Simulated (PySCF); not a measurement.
**Broadened absorption spectrum of C5H7F3O**

Compound: C₅H₇F₃O.
SMILES: `CO[C@@H]1C[C@H]1C(F)(F)F`

Level of theory: TDDFT wB97X-D/def2-SVPD, vertical, gas phase, core orbitals frozen in the response in PySCF 2.14.0, density-fitted response routines. Geometry: PBE0-D3(BJ)/def2-SVP, one conformer, isolated molecule. Torsions of this conformer, `[CH3:1][O:2][C@@H:3]1[CH2:4][C@H:5]1[C:6]([F:7])([F:8])[F:9]`: C1–O2–C3–C4 154°, C4–C5–C6–F7 154°.

Each state is given a Gaussian of 0.25 eV full width at half maximum, with ε(max) = 2.175×10⁸ f / Δν̃ (Δν̃ the width in cm⁻¹). The width is an assumption, not a result. The curve ends short of the highest state used, and states not computed would add to its high-energy end.

(λ (nm), ε (L mol⁻¹ cm⁻¹)): (145.9, 3477), (146.3, 3269), (146.6, 3027), (147.0, 2624), (147.4, 2175), (147.7, 1836), (148.1, 1414), (148.4, 1135), (148.8, 827), (149.2, 597), (149.5, 474), (149.9, 369), (150.3, 322), (150.6, 317), (151.0, 340), (151.3, 374), (151.7, 433), (152.1, 500), (152.4, 553), (152.8, 624), (153.2, 696), (153.5, 752), (153.9, 835), (154.2, 905), (154.6, 1017), (155.0, 1149), (155.3, 1263), (155.7, 1429), (156.0, 1559), (156.4, 1727), (156.8, 1875), (157.1, 1962), (157.5, 2034), (157.9, 2047), (158.2, 2016), (158.6, 1920), (158.9, 1812), (159.3, 1631), (159.7, 1422), (160.0, 1256), (160.4, 1034), (160.8, 826), (161.1, 683), (161.5, 517), (161.8, 410), (162.2, 294), (162.6, 205), (162.9, 153), (163.3, 101), (163.7, 65), (164.0, 46), (164.4, 28), (164.7, 19), (165.1, 11), (165.5, 6), (165.8, 4)

**Question.** Where are the band maxima, and which computed states make them?

**Answer.** 158 nm (7.86 eV), ε about 2100, made up of S1 (97%) (ε in L mol⁻¹ cm⁻¹; maxima over ε = 5, shares over 10%). At its high-energy end, 8.50 eV, the curve is still rising (ε about 3500, from S3). The states used: S1 7.85 eV (f 0.019); S2 8.09 eV (f 0.0050); S3 8.52 eV (f 0.033); S4 8.89 eV (f 0.019); S5 9.03 eV (f 0.014); S6 9.10 eV (f 0.044).

**Question.** Coming from long wavelengths, where does ε first pass 100 L mol⁻¹ cm⁻¹?

**Answer.** At about 163 nm (7.59 eV), 0.26 eV below S1.

**Question.** What would ε be at 7.86 eV, the highest of these maxima, with half the width (0.125 eV)?

**Answer.** About 3950 L mol⁻¹ cm⁻¹ against 2050, a factor of about 1.9; a lone state at its own centre would give exactly 2.
